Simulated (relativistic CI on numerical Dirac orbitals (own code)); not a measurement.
# What each ingredient does to the levels of Hg34+

Base calculation: Dirac-Coulomb-Breit CI, orbitals from a KLI potential per configuration, model QED, unscaled Slater integrals.

Configuration list (outside the closed core [Ar] 3d10): 4s2.4p6.4d10, 4s2.4p6.4d9.4f, 4s2.4p5.4d10.4f, 4s.4p6.4d10.4f, 4s2.4p6.4d9.5s, 4s2.4p6.4d9.5p, 4s2.4p6.4d9.5d, 4s2.4p5.4d10.5s, 4s2.4p6.4d9.5f, 4s2.4p5.4d10.5p, 4s2.4p6.4d9.5g, 4s2.4p6.4d9.6s, 4s2.4p5.4d10.5d, 4s2.4p6.4d9.6p, 4s.4p6.4d10.5s, 4s2.4p6.4d9.6d, 4s.4p6.4d10.5p, 4p6.4d10.4f2, 4p6.4d9.4f3, 4p5.4d10.4f3, 4p6.4d9.4f2.5s, 4p6.4d9.4f2.5p, 4p6.4d9.4f2.5d. Double excitations out of closed p, d and f shells are left out; levels of such configurations are missing from the list, as are those of other unlisted configurations, and high levels can miss mixing partners. These lack a partner that the ground configuration has and come out too high: 4s2.4p5.4d10.5s, 4s2.4p6.4d9.5f, 4s2.4p5.4d10.5p, 4s2.4p6.4d9.5g, 4s2.4p6.4d9.6s.

Variants: (1) P86 correlation estimate; (2) Breit term removed; (3) QED terms removed. Shifts of the energy above 4s2.4p6.4d10 1S_0, in eV, for the lowest level and the first level of each name with at least 55 % of one term (blank where a level changes its place among those of its configuration and J or its character, or is not in the variant):

```
               Level     Base    Δ(1)    Δ(2)    Δ(3)
   4s2.4p6.4d10 1S_0    0.000   0.000   0.000   0.000
4s2.4p6.4d9.4f 3P°_0  219.673  +0.127  +0.351  +0.038
4s2.4p6.4d9.4f 3P°_1  222.569  +0.127  +0.475  +0.034
4s2.4p6.4d9.4f 3H°_5  227.659  +0.127  +0.596  +0.037
4s2.4p6.4d9.4f 3F°_3  231.276  +0.127  +0.510  +0.036
4s2.4p6.4d9.4f 3H°_6  231.921  +0.127  +0.900  +0.014
4s2.4p6.4d9.4f 3F°_4  237.438  +0.127  +0.790  +0.014
4s2.4p6.4d9.4f 3G°_5  239.462  +0.127  +0.811  +0.014
4s2.4p6.4d9.4f 3D°_1  242.968  +0.127  +0.739  +0.001
4s2.4p6.4d9.4f 3H°_4  252.034  +0.127  +1.064  -0.023
4s2.4p6.4d9.4f 3G°_3  259.792  +0.127  +1.007  -0.026
4s2.4p6.4d9.4f 1P°_1  300.339  +0.128  +0.893  -0.007
4s2.4p5.4d10.4f 3D_1  454.688  +0.309  +1.497  +0.265
4s2.4p5.4d10.4f 3D_2  459.222  +0.309  +1.599  +0.260
```

At this charge energies of transitions that change n are usually good to better than 1 %, and those within a shell (Δn = 0) to a few per cent.

Ionisation energy from the two ground configurations alone: base 1549.36 eV; P86 correlation estimate 1551.54 eV; Breit term removed 1550.09 eV. The NIST ASD value (theoretical) is 1549 eV.

LS names give the leading component of a level, which can be under half, so a name can repeat, a term be missing and a line seem to break the LS rules.
